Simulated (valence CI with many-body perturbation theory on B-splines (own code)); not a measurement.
**Mn XIX: magnetic and hyperfine properties of the levels**

Calculated by relativistic CI+MBPT: five valence electrons over a frozen Dirac-Fock core [He], a basis of 11 s, 11 p, 10 d, 8 f, 5 g, 2 h functions for each j, with the one-electron correlation potential Σ1, the two-electron term Σ2, the three-electron term Σ3, Breit, model QED; selected CI, second order for the rest, scaled by the run's own slope (own B-spline code, finite nucleus).

No measured levels were compared; by estimate levels of excited configurations hold to 0.05 to 0.15 % of their energy, terms of the ground configuration to about 0.5 %. Among the levels kept, up to 5400 cm⁻¹ of a level comes from second order outside the variational space, and about a tenth of that is noise between levels of different J, which matters for small intervals.

A/g_I is the dipole constant over the nuclear g factor μ/I (μ in nuclear magnetons, uniformly magnetised nucleus), B/Q the quadrupole constant per barn. Both hold the static response of the core; the bare values leave it out. Large factors of s and p1/2 electrons are usually good to 5 to 10 %; those of open d and f shells near neutrality can be off by tens of per cent, and small factors of p3/2, d and f electrons come from cancelling terms and can be off by a factor of two or in sign, in half-filled shells by more. B is blank for J = 1/2, where it vanishes, and for nearly pure S terms. Energies count from the lowest level.

Names give the largest LS component (configuration and term), which can be under half, so a name can repeat, a term be missing and a line seem to break the LS rules; names also repeat where a configuration has a term twice. Letters in brackets count levels of one name in rising energy.

```tsv
Level	E (eV)	g	A/g_I (MHz)	A/g_I bare	B/Q (MHz/b)	B/Q bare
2s²2p³ ⁴S°_3/2	0.00	1.929	3580	7350		
2s²2p³ ²D°_3/2	16.38	0.958	22000	22000	44000	44200
2s²2p³ ²D°_5/2	20.21	1.197	44700	45400	-374	-376
2s²2p³ ²P°_1/2	30.11	0.661	128000	126000		
2s²2p³ ²P°_3/2	36.26	1.238	25500	26600	-48100	-48300
2s2p⁴ ⁴P_5/2	87.93	1.588	100000	100000	41600	41800
2s2p⁴ ⁴P_3/2	94.97	1.722	84400	85000	-35000	-35200
2s2p⁴ ⁴P_1/2	97.44	2.640	206000	206000		
2s2p⁴ ²D_3/2	121.73	0.828	-28600	-26400	-57700	-58000
2s2p⁴ ²D_5/2	123.18	1.206	121000	119000	-85600	-86000
2s2p⁴ ²S_1/2	139.84	1.721	286000	279000		
2s2p⁴ ²P_3/2	145.31	1.309	-248	3040	39900	40100
2s2p⁴ ²P_1/2	155.39	0.967	187000	180000		
2p⁵ ²P°_3/2	228.79	1.331	21100	23500	-42600	-42800
2p⁵ ²P°_1/2	239.97	0.661	128000	125000		
2s²2p²3s ⁴P_1/2	808.11	2.385	90200	89900		
2s²2p²3s ⁴P_3/2	814.73	1.709	29400	30500	32400	32600
2s²2p²3s ²P_1/2	818.36	0.958	-20200	-18400		
2s²2p²3s ⁴P_5/2	819.38	1.532	53600	54400	-24100	-24200
2s²2p²3s ²P_3/2	823.22	1.192	36700	38500	-14100	-14200
2s²2p²3p ⁴D°_1/2	831.79	0.777	33800	33700		
2s²2p²3s ²D_5/2	834.52	1.263	50800	50600	68700	69000
2s²2p²3s ²D_3/2	835.53	0.957	17400	18600	35500	35700
2s²2p²3p ⁴D°_3/2	836.41	1.315	7460	8180	14700	14700
2s²2p²3p ²S°_1/2	837.91	1.355	-11100	-8550		
2s²2p²3p ⁴P°_3/2	841.43	1.305	29400	30500	-14800	-14900
2s²2p²3p ⁴D°_5/2	842.20	1.385	8320	9550	27500	27600
2s²2p²3p ⁴P°_1/2	843.61	2.313	-29400	-25500		
2s²2p²3p ⁴P°_5/2	844.59	1.377	32100	33300	-3190	-3190
2s²2p²3p ²D°_3/2 [a]	845.93	1.138	33400	33400	-22800	-22900
2s²2p²3p ⁴D°_7/2	846.76	1.385	25600	26800	-14800	-14900
2s²2p²3p ⁴S°_3/2	849.88	1.831	29800	32000	4520	4540
2s²2p²3s ²S_1/2	850.04	1.989	108000	106000		
2s²2p²3p ²P°_3/2 [a]	852.49	1.345	18900	20600	13300	13300
2s²2p²3p ²D°_5/2 [a]	852.78	1.257	30900	31800	484	486
2s²2p²3p ²P°_1/2 [a]	854.99	0.835	67500	67200		
2s²2p²3p ²F°_5/2	860.97	1.026	30500	30700	45600	45800
2s2p³3s ⁶S°_5/2	862.62	1.977	102000	103000		
2s²2p²3p ²F°_7/2	862.67	1.182	24100	24400	83200	83600
2s²2p²3p ²D°_3/2 [b]	864.13	1.022	32900	33100	42500	42700
```

(1) Take the isotope of mass number 55, with I = 5/2, μ = 3.4669 μN and Q = 0.33 b. What is the hyperfine structure of 2s2p⁴ ⁴P_5/2?

Results:

(1) From the table A = 139000 MHz, B = 13700 MHz. Shifts from the centre of gravity in MHz: F = 0: -1210000, F = 1: -1070000, F = 2: -798000, F = 3: -386000, F = 4: 169000, F = 5: 872000.
